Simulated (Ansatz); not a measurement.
Stretching the Mg1–O2 bond in MgO (multiplicity 1 held). Energies count from the point at 1.739 Å.


Restricted levels (R-, RO-) in cc, def2 and unpolarised 6-31G sets keep to the state of the molecule at rest. U- levels take the lowest unrestricted solution at each point, which mixes spins at long bonds. Full CI gives the lowest state of the spin. Levels need not reach the same state.

Correlated levels freeze the cores.

Codes used: Ansatz (a first-principles code). Each number belongs to the level named beside it.

Problem. Estimate the energy at R = 6.958 Å that U-MP2/6-31G returns for this input.

Solution. 2.32 eV

Problem. Give the energy at R = 6.958 Å at the level R-HF/6-31G.

Solution. 1.39 eV

Problem. Give the energy at R = 6.958 Å at the level FCI/6-31G.

Solution. 3.55 eV

Doubts at one or more of the structures used: a restricted determinant that unrestricted orbitals would lower (R-HF/6-31G); a spin-contaminated determinant (U-MP2/6-31G).
